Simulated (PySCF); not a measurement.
C₂H₆AlF, SMILES C[CH2][AlH][F].

Geometry optimised at PBE-D3(BJ)/def2-SVP. One conformer was computed; it need not be the lowest.

The numbers are results of PySCF with C-PCM-ωB97X/def2-SVP, not measurements.

The values are the electrostatic part of the solvation free energy, E(continuum) − E(gas) at the gas-phase geometry, in a cavity of scaled van der Waals radii (PySCF's table); cavitation and dispersion terms are not included. A continuum can't describe solvent molecules that bind to the metal. In vacuum the orbital gap is 11.37 eV. The dipole moment in vacuum is 1.82 D.

Computed values in water (ε = 78.36), benzene (ε = 2.27), n-hexane (ε = 1.88):
```
solvent       ε  ΔG(elec) (kcal/mol)  dipole (D)  gap (eV)
--------  -----  -------------------  ----------  --------
water     78.36                 -6.1        2.00     11.67
benzene    2.27                 -3.3        1.92     11.53
n-hexane   1.88                 -2.8        1.91     11.50
```
